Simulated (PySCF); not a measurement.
AlBGeH6 (calculated)

Calculation on a computer-drawn molecule: the log of a Hartree-Fock and frozen-core CCSD(T) single point meant for a local Hartree-Fock minimum, with one planted fault or none, to be diagnosed. Offsets are logged minus clean, where the clean run is the same molecule without the fault. The reference is restricted for singlets and unrestricted otherwise, and also for a bond in bohr or an excited solution. Adding or removing an electron swaps singlet and doublet. The excited solution moves the top pair (singlet) or top alpha electron (doublet) to the lowest empty orbital. Highest occupied and lowest empty are orbital energies over both spins, largest force is the largest gradient component, triples share is (T) over the correlation energy, the T1 limit is 0.02 restricted and 0.045 unrestricted, electrons count all cores, a negative frequency is imaginary (commonest isotopes), and the dipole is about the centre of nuclear charge; on germanium a core potential holds 10 electrons, which the energies leave out, and 3d is frozen in MP2 and coupled-cluster steps. Program: PySCF 2.14.0.

Entry: AlBGeH6

Logged structure:
```xyz
9
AlBGeH6
Al     2.4735     1.6014     1.2355
B      1.7083     0.0077     0.0254
Ge    -0.0235     0.0687    -1.1539
H      2.0152     1.7615     2.7455
H      3.4871     2.6607     0.6302
H      2.2729    -1.0550    -0.0336
H      0.3322    -0.2013    -2.6252
H     -1.0085    -1.0206    -0.6986
H     -0.7702     1.4124    -1.1021
```

- meant charge: 0
- meant multiplicity: 1
- meant basis: cc-pV(D+d)Z
- meant basis and core potential on germanium: cc-pVDZ-PP ECP10MDF
- logged electrons: 56
- logged basis functions: 90
- logged SCF converged: yes
- logged spin squared: 0
- logged highest occupied: -9.786 eV
- logged lowest empty: 0.92617 eV
- logged largest force: 3.392e-06 hartree/bohr
- logged lowest frequency: 44.727 cm⁻¹
- logged T1 diagnostic: 0.012833
- logged D1 diagnostic: 0.032892
- logged triples share: 0.023599
- logged CC converged: yes
- logged dipole magnitude: 0.69785 debye
- logged SCF stable within its kind: yes
- logged energy HF: -563.41034 hartree
- logged energy CCSD(T): -563.72215 hartree
- possible faults: no fault, one electron removed, one electron added, multiplicity raised by two, geometry at a saddle point, SCF held on an excited solution, minimal basis STO-3G, one bond length entered in bohr, all coordinates scaled
- planted fault: withheld

Drawn bonds:
| atom | other atom | order |
| --- | --- | --- |
| 1 | 2 | 1 |
| 2 | 3 | 1 |
| 1 | 4 | 1 |
| 1 | 5 | 1 |
| 2 | 6 | 1 |
| 3 | 7 | 1 |
| 3 | 8 | 1 |
| 3 | 9 | 1 |

Questions
1. Which fault was planted in the run of AlBGeH6?

## Answers
1. no fault

Further results for AlBGeH6:

- HF energy offset from clean run: 0 kcal/mol
- CCSD(T) energy offset from clean run: 0 kcal/mol
